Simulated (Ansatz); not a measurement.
Calculation: Ansatz (an electronic-structure program) with B3LYP-D3(BJ)/def2-TZVP. No frequencies were computed at this level.

Ansatz 0.2 input:
```yaml
crystal:
  periodic: [false, false, false]
  atoms:
    - { symbol: N, position_ang: [2.387953, -0.524657, 0.220921] }
    - { symbol: Si, position_ang: [0.811054, -0.174585, 0.056585] }
    - { symbol: Si, position_ang: [-0.919499, 1.324458, 0.307857] }
    - { symbol: Si, position_ang: [-1.501051, -0.731631, -0.369228] }
    - { symbol: H, position_ang: [2.985399, -1.166935, -0.275594] }
    - { symbol: H, position_ang: [-1.022323, 2.76704, 0.79822] }
    - { symbol: H, position_ang: [-2.756181, -1.540533, -0.75593] }
basis:
  gaussian: { orbitals: def2-tzvp }
hamiltonian:
  xc: b3lyp
  dispersion: d3bj
relax:
  max_steps: 150
```

Output:

```
Functional definition: B3LYP
1070 factors; their error is unknown
mean field evaluation 1: about -25158.6726 eV, gradient 7.6e1 eV
mean field evaluation 2: about -24987.5379 eV, gradient 1.8e2 eV
mean field evaluation 4: about -25169.7513 eV, gradient 2.4e1 eV
mean field evaluation 8: about -25171.4110 eV, gradient 1.3e0 eV
mean field evaluation 16: about -25171.4928 eV, gradient 4.9e-4 eV
mean field -25171.49284468 eV, -925.0353001915 hartree, gradient 2.4e-5 eV, S^2 0.000000; 0 other end points of the search recorded, 0 dependent functions left out
reference -25171.49310672 eV, -925.0353098212 hartree; 26, 26 occupied and 134, 134 virtual orbitals, 1070 factors
relax step   1: F+E_penalty+E_count = -25171.93548744 eV  Δ(F+E_penalty+E_count) = +0.000e0 eV  max|allowed force component| = 1.627e0 eV/Å  Δτ_max = 0.0000 Å  (32 SCF iters, accepted)
these checks for a lower state are left out or cut short: starts, cluster_reference, orbital_swaps, neighbouring_geometries, increment
1070 factors; their error is unknown
mean field -25171.61162015 eV, -925.0396651094 hartree, gradient 1.4e-5 eV, S^2 0.000000; 0 other end points of the search recorded, 0 dependent functions left out
reference -25171.61187998 eV, -925.0396746578 hartree; 26, 26 occupied and 134, 134 virtual orbitals, 1070 factors
relax step   2: F+E_penalty+E_count = -25172.05988906 eV  Δ(F+E_penalty+E_count) = -1.244e-1 eV  max|allowed force component| = 1.928e0 eV/Å  Δτ_max = 0.1949 Å  (38 SCF iters, accepted)
these checks for a lower state are left out or cut short: starts, cluster_reference, orbital_swaps, neighbouring_geometries, increment
1070 factors; their error is unknown
mean field evaluation 32: about -25171.7252 eV, gradient 2.0e-3 eV
mean field -25171.72516255 eV, -925.0438377155 hartree, gradient 1.0e-5 eV, S^2 0.000000; 0 other end points of the search recorded, 0 dependent functions left out
reference -25171.72542136 eV, -925.0438472268 hartree; 26, 26 occupied and 134, 134 virtual orbitals, 1070 factors
relax step   3: F+E_penalty+E_count = -25172.17606245 eV  Δ(F+E_penalty+E_count) = -1.162e-1 eV  max|allowed force component| = 6.080e-1 eV/Å  Δτ_max = 0.0663 Å  (35 SCF iters, accepted)
these checks for a lower state are left out or cut short: starts, cluster_reference, orbital_swaps, neighbouring_geometries, increment
1070 factors; their error is unknown
mean field -25171.72807529 eV, -925.0439447568 hartree, gradient 1.1e-5 eV, S^2 0.000000; 0 other end points of the search recorded, 0 dependent functions left out
reference -25171.72833384 eV, -925.0439542582 hartree; 26, 26 occupied and 134, 134 virtual orbitals, 1070 factors
relax step   4: F+E_penalty+E_count = -25172.17993040 eV  Δ(F+E_penalty+E_count) = -3.868e-3 eV  max|allowed force component| = 1.928e-1 eV/Å  Δτ_max = 0.1329 Å  (34 SCF iters, accepted)
these checks for a lower state are left out or cut short: starts, cluster_reference, orbital_swaps, neighbouring_geometries, increment
1070 factors; their error is unknown
mean field -25171.73254034 eV, -925.0441088444 hartree, gradient 1.4e-5 eV, S^2 0.000000; 0 other end points of the search recorded, 0 dependent functions left out
reference -25171.73279902 eV, -925.0441183505 hartree; 26, 26 occupied and 134, 134 virtual orbitals, 1070 factors
relax step   5: F+E_penalty+E_count = -25172.18497933 eV  Δ(F+E_penalty+E_count) = -5.049e-3 eV  max|allowed force component| = 7.705e-1 eV/Å  Δτ_max = 0.2000 Å  (33 SCF iters, accepted)
these checks for a lower state are left out or cut short: starts, cluster_reference, orbital_swaps, neighbouring_geometries, increment
1070 factors; their error is unknown
mean field -25171.74527770 eV, -925.0445769335 hartree, gradient 1.7e-5 eV, S^2 0.000000; 0 other end points of the search recorded, 0 dependent functions left out
reference -25171.74553594 eV, -925.0445864240 hartree; 26, 26 occupied and 134, 134 virtual orbitals, 1070 factors
relax step   6: F+E_penalty+E_count = -25172.19706909 eV  Δ(F+E_penalty+E_count) = -1.209e-2 eV  max|allowed force component| = 5.297e-2 eV/Å  Δτ_max = 0.0640 Å  (34 SCF iters, accepted)
these checks for a lower state are left out or cut short: starts, cluster_reference, orbital_swaps, neighbouring_geometries, increment
1070 factors; their error is unknown
mean field -25171.74540782 eV, -925.0445817155 hartree, gradient 8.7e-6 eV, S^2 0.000000; 0 other end points of the search recorded, 0 dependent functions left out
reference -25171.74566591 eV, -925.0445912001 hartree; 26, 26 occupied and 134, 134 virtual orbitals, 1070 factors
relax step   7: F+E_penalty+E_count = -25172.19733916 eV  Δ(F+E_penalty+E_count) = -2.701e-4 eV  max|allowed force component| = 4.905e-2 eV/Å  Δτ_max = 0.0195 Å  (35 SCF iters, accepted)
these checks for a lower state are left out or cut short: starts, cluster_reference, orbital_swaps, neighbouring_geometries, increment
1070 factors; their error is unknown
mean field evaluation 64: about -25171.6686 eV, gradient 4.6e-4 eV
mean field -25171.74556265 eV, -925.0445874055 hartree, gradient 8.8e-6 eV, S^2 0.000000; 0 other end points of the search recorded, 0 dependent functions left out
reference -25171.74582082 eV, -925.0445968930 hartree; 26, 26 occupied and 134, 134 virtual orbitals, 1070 factors
relax step   8: F+E_penalty+E_count = -25172.19747687 eV  Δ(F+E_penalty+E_count) = -1.377e-4 eV  max|allowed force component| = 1.756e-2 eV/Å  Δτ_max = 0.0065 Å  (35 SCF iters, accepted)
these checks for a lower state are left out or cut short: starts, cluster_reference, orbital_swaps, neighbouring_geometries, increment
1070 factors; their error is unknown
mean field -25171.74555952 eV, -925.0445872905 hartree, gradient 8.7e-6 eV, S^2 0.000000; 0 other end points of the search recorded, 0 dependent functions left out
reference -25171.74581768 eV, -925.0445967777 hartree; 26, 26 occupied and 134, 134 virtual orbitals, 1070 factors
relax step   9: F+E_penalty+E_count = -25172.19748361 eV  Δ(F+E_penalty+E_count) = -6.737e-6 eV  max|allowed force component| = 3.300e-3 eV/Å  Δτ_max = 0.0037 Å  (35 SCF iters, accepted)
1070 factors; their error is unknown
mean field evaluation 96: about -25171.7456 eV, gradient 1.6e-4 eV
mean field -25171.74555952 eV, -925.0445872905 hartree, gradient 3.4e-5 eV, S^2 0.000000; 1 other end points of the search recorded, 0 dependent functions left out
reference -25171.74581768 eV, -925.0445967777 hartree; 26, 26 occupied and 134, 134 virtual orbitals, 1070 factors
Total energy: -25172.19774177 eV, -925.0612046816 hartree
Atom 0 at     2.373619    -0.452214     0.070526 Å, force     0.000909     0.002529    -0.003300 eV/Å
Atom 1 at     0.805956    -0.200293     0.008285 Å, force    -0.001715    -0.000463     0.000893 eV/Å
Atom 2 at    -0.814057     1.317192     0.361276 Å, force     0.000155    -0.001159    -0.002061 eV/Å
Atom 3 at    -1.414953    -0.636473    -0.339950 Å, force     0.000070     0.001489     0.001604 eV/Å
Atom 4 at     2.857166    -1.304222    -0.171135 Å, force     0.000295    -0.002024     0.002397 eV/Å
Atom 5 at    -1.221221     2.689689     0.775642 Å, force    -0.000214    -0.000903     0.001142 eV/Å
Atom 6 at    -2.601158    -1.460522    -0.721814 Å, force     0.000499     0.000532    -0.000675 eV/Å
Dipole moment:    -0.710172    -0.040906    -0.080541 e Å
```

Cost: very roughly 40 core-seconds.
